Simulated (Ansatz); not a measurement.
Energy profile

The step: SiNH₅S ([NH2][SiH2][SH]) + AsH₃ → SiAsNH₆ ([NH2][SiH2][AsH2]) + H₂S; bonds formed: Si1–As7, S2–H6; bonds broken: Si1–S2, H6–As7 (atoms numbered as in the saddle structure below).

Si1  (-0.238, -0.521, 0.155)
S2  (1.529, 0.410, 1.402)
H3  (-1.179, 0.490, 0.729)
H4  (0.871, -1.258, -0.530)
N5  (-1.254, -1.868, 0.376)
H6  (1.025, 0.962, -0.046)
As7  (0.048, 1.186, -1.744)
H8  (0.845, 1.400, 2.002)
H9  (-2.159, -1.812, 0.813)
H10  (-1.004, -2.801, 0.092)
H11  (-0.001, 2.571, -1.122)
H12  (1.516, 1.243, -2.130)
(Å)

Electronic energies by CCSD(T) at an estimated basis limit (MP2 extrapolated from triple and quadruple zeta, plus CCSD(T) − MP2 in triple zeta), on PBE0-D4/def2-TZVP structures; SiAsNH8S, singlet; no counterpoise correction. Ansatz 0.2.0; basis: def2-TZVPP and def2-QZVPP; cores frozen in the correlated methods. Filled d shells of the heavier atoms are correlated. The def2 sets are not built for correlating such inner shells, so the correlated values are less sure here. Extrapolation: Hartree–Fock as exp(−7.88 √X), correlation as X^−2.97.

Problem. Give the profile in kJ/mol, counted from the separated reactants. (Judge from chemistry; the value comes from the calculation.)

Solution. By the calculation:
```json
{"point": "separated: SiNH5S (linked as [NH2][SiH2][SH]; Si1, S2, H3, H4, N5, H8, H9, H10; singlet) + AsH3 (H6, As7, H11, H12; singlet)", "kJ/mol": "0.0"}
{"point": "start structure", "kJ/mol": "-6.7"}
{"point": "saddle", "kJ/mol": "204.1"}
{"point": "end structure", "kJ/mol": "30.6"}
{"point": "separated: SiAsNH6 (linked as [NH2][SiH2][AsH2]; Si1, H3, H4, N5, As7, H9, H10, H11, H12; singlet) + H2S (S2, H6, H8; singlet)", "kJ/mol": "38.2"}
```

The T1 diagnostic stays at or below 0.013.

For scale, one of the runs: CCSD(T)/def2-TZVPP, 275 basis functions, launched by `ansatz run in.yaml --threads 8 --pin off --events-out ev --progress --plain --max-ram 19148MiB`. Hardware: 8 CPU threads of an INTEL XEON PLATINUM 8581C, shared host. Wall time 70 s; peak host memory 7.1 GiB.
